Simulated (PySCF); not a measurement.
C3H3N, SMILES C=CC#N. Atoms are numbered in the order given.

```xyz
7

C     -0.3584    -1.6119     0.0000
C      0.5044    -0.5856     0.0000
C      0.0919     0.7861     0.0000
N     -0.2255     1.9030     0.0000
H     -1.4394    -1.4519     0.0000
H      0.0045    -2.6422     0.0000
H      1.5857    -0.7581     0.0000
```
Charge 0, spin multiplicity 1.

The structure is a stationary point at B3LYP-D3(BJ)/def2-SVP.

Level of theory: PySCF with B3LYP/pcJ-1.

Isotropic couplings with Fermi-contact, spin-dipole and both spin-orbit terms, one fixed conformer, no vibrational averaging. Isotopes: 13C, 14N, 1H.

| pair | bonds apart | J (Hz) |
|---|---|---|
| C1–C2 | 1 | ___ |
| C1–H5 | 1 | ___ |
| C1–H6 | 1 | ___ |
| C2–C3 | 1 | 91.4 |
| C2–H7 | 1 | 180.8 |
| C3–N4 | 1 | 13.8 |
| C1–C3 | 2 | -1.8 |
| C1–H7 | 2 | -3.7 |
| C2–N4 | 2 | -3.0 |
| C2–H5 | 2 | -3.6 |
| C2–H6 | 2 | 0.9 |
| C3–H7 | 2 | ___ |
| H5–H6 | 2 | 1.6 |
| C1–N4 | 3 | 1.5 |
| C3–H5 | 3 | 10.1 |
| C3–H6 | 3 | 17.6 |
| N4–H7 | 3 | ___ |
| H5–H7 | 3 | ___ |
| H6–H7 | 3 | ___ |
| N4–H5 | 4 | ___ |

### Question
What belongs in the gaps? (An estimate is asked for; the answer gives what the named calculation found.)

### Answer

- C1–C2, J (Hz): 83.4
- C1–H5, J (Hz): 174.3
- C1–H6, J (Hz): 175.2
- C3–H7, J (Hz): 3.3
- N4–H7, J (Hz): 1.2
- H5–H7, J (Hz): 19.7
- H6–H7, J (Hz): 13.2
- N4–H5, J (Hz): -0.4
